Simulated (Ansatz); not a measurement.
CH8O4Si2 (`O[SiH2]C[Si](O)(O)O`), charge 0, multiplicity 1.

**Question.** Give a relaxed structure at PBE0-D4/def2-TZVP (the Gaussian-basis code of Ansatz). (Best estimate.)

**Answer.** The calculation gave: 
```xyz
15

O     0.355   -1.797    1.752
Si    1.168   -1.516    0.355
C     1.097    0.302   -0.087
Si   -0.633    0.904   -0.314
O    -0.834    2.523   -0.400
O    -1.295    0.321   -1.698
O    -1.417    0.385    1.042
H    -0.424   -1.237    1.858
H     2.558   -1.997    0.549
H     0.569   -2.272   -0.790
H     1.662    0.476   -1.009
H     1.579    0.876    0.712
H    -0.939    2.895   -1.277
H    -1.157   -0.606   -1.899
H    -2.291    0.744    1.206
```
This is one stationary point; other conformers may exist.
